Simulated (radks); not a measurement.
Spherical quantum dot in the effective-mass picture: electrons in a well V = -V0 / (1 + exp((r - R)/a)) with V0 = 34.8, R = 1.78, a = 0.16, with a point charge +2 (a donor) at the centre, all in effective atomic units (hartree* = m*/eps^2 hartree, bohr* = eps/m* bohr), one dielectric constant everywhere. Calculated with a radial shooting solver with Libxc functionals: non-relativistic Kohn-Sham, LDA (Slater exchange, Perdew-Wang correlation), spin-polarised, spherical densities. Levels are named by radial order and angular momentum (1s, 1p, 1d, 2s, ...), and open shells are averaged over m. Each electron was tried in the lowest free levels, single moves between levels near the top were tried too, and the lowest total energy was kept; such a search can miss a lower state. The series stops at N = 34: beyond it a trial failed or the search could not be trusted, so later rows were left out. At N = 1 the Hartree and exchange-correlation terms need not cancel, so that row can carry a self-interaction error.

N	open shells	2S	E (hartree*)	mu = E(N) - E(N-1) (hartree*)	addition energy mu(N+1) - mu(N) (hartree*)	e(HOMO) (hartree*)	rms radius (bohr*)
1	1s(up 1, down 0)	1	-36.4325	-36.433	1.398	-35.894	0.6683
2	none	0	-71.4667	-35.034	3.814	-34.525	0.7086
3	1p(up 1, down 0)	1	-102.687	-31.220	0.7953	-30.830	0.8249
4	1p(up 2, down 0)	2	-133.112	-30.425	0.8197	-30.017	0.8827
5	1p(up 3, down 0)	3	-162.717	-29.605	1.066	-29.193	0.9199
6	1p(up 3, down 1)	2	-191.256	-28.539	0.7707	-28.159	0.9482
7	1p(up 3, down 2)	1	-219.025	-27.768	0.7896	-27.375	0.9704
8	none	0	-246.004	-26.979	2.814	-26.582	0.9888
9	2s(up 1, down 0)	1	-270.168	-24.165	0.9658	-23.731	1.005
10	1d(up 1, down 0) 2s(up 1, down 0)	2	-293.367	-23.199	0.7291	-22.835	1.027
11	1d(up 2, down 0) 2s(up 1, down 0)	3	-315.837	-22.470	0.7311	-22.104	1.047
12	1d(up 3, down 0) 2s(up 1, down 0)	4	-337.575	-21.739	0.7317	-21.373	1.063
13	1d(up 4, down 0) 2s(up 1, down 0)	5	-358.582	-21.007	0.7313	-20.641	1.078
14	1d(up 5, down 0) 2s(up 1, down 0)	6	-378.858	-20.276	0.9564	-19.910	1.091
15	1d(up 5, down 1) 2s(up 1, down 0)	5	-398.177	-19.319	0.7059	-18.967	1.103
16	1d(up 5, down 2) 2s(up 1, down 0)	4	-416.790	-18.613	0.7092	-18.259	1.113
17	1d(up 5, down 3) 2s(up 1, down 0)	3	-434.695	-17.904	0.7109	-17.549	1.123
18	1d(up 5, down 4) 2s(up 1, down 0)	2	-451.888	-17.193	0.7114	-16.838	1.133
19	2s(up 1, down 0)	1	-468.370	-16.482	0.9592	-16.102	1.141
20	none	0	-483.892	-15.523	2.799	-15.081	1.143
21	1f(up 1, down 0)	1	-496.616	-12.723	0.6777	-12.385	1.154
22	1f(up 2, down 0)	2	-508.661	-12.046	0.6778	-11.707	1.164
23	1f(up 3, down 0)	3	-520.029	-11.368	0.6775	-11.029	1.173
24	1f(up 4, down 0)	4	-530.720	-10.690	0.6771	-10.352	1.181
25	1f(up 5, down 0)	5	-540.733	-10.013	0.6764	-9.6749	1.189
26	1f(up 6, down 0)	6	-550.070	-9.3369	0.6756	-8.9989	1.197
27	1f(up 7, down 0)	7	-558.731	-8.6613	0.8536	-8.3238	1.204
28	1f(up 7, down 1)	6	-566.539	-7.8077	0.6637	-7.4759	1.211
29	1f(up 7, down 2)	5	-573.683	-7.1440	0.6639	-6.8120	1.218
30	1f(up 7, down 3)	4	-580.163	-6.4801	0.6638	-6.1481	1.224
31	1f(up 7, down 4)	3	-585.979	-5.8163	0.6634	-5.4845	1.230
32	1f(up 7, down 5)	2	-591.132	-5.1528	0.6629	-4.8213	1.236
33	1f(up 7, down 6)	1	-595.622	-4.4899	0.6622	-4.1587	1.242
34	none	0	-599.450	-3.8277	-	-3.4968	1.247

All shells are closed at N = 2, 8, 20, 34 (there: 1s2 1p6 1d10 2s2 1f14); the second difference of the energy has clear peaks (12 % above both neighbours; the first and last values, which can be the largest, are not judged, and half-filled shells can peak too) at N = 2, 5, 8, 14, 20, 27.
